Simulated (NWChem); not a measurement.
Species: SrHSF; SMILES [F][Sr][SH]

```xyz
4

Sr     0.3167     0.4683     0.0000
F     -0.8230     2.2395     0.0000
S     -0.3485    -2.2093     0.0000
H      0.9487    -2.6019     0.0000
```
Atoms are numbered in this order, from 1.

Program: NWChem. Medium grid unless said otherwise, to which SCAN and Minnesota functionals are sensitive. All runs use the structure optimised with PBE0/def2-SVP. def2 effective core potentials on Sr; no spin-orbit coupling. Hybrids' shares of exact exchange are those that their runs print; pure functionals count as 0. The functionals differ in more than this share.

```csv
row,share of exact exchange,highest occupied level (eV)
PBE/def2-SVP,0.00,-4.92
"LDA (Slater exchange, VWN5)/def2-SVP",0.00,-5.05
B3LYP/def2-SVP,0.20,withheld
MPW1K/def2-SVP,0.43,-6.88
MN15/def2-SVP,0.44,-6.57
```

Question: Fit a straight line of the last column on the one before it, predict the withheld value, and compare with the run.

Answer: 
1. Means of the 4 shown rows: x = 0.217, y = -5.855. Slope Σ(x − x̄)(y − ȳ)/Σ(x − x̄)² = -0.7554/0.1893 = -3.991; intercept -4.987.
2. The shown rows scatter about the line by 0.132 (root mean square); the largest residual is -0.18, at MPW1K/def2-SVP.
3. At x = 0.20 (B3LYP/def2-SVP; inside the shown range) the line gives -5.79.
4. The run gives -5.78, +0.01 from the line, 0.1 times the scatter.
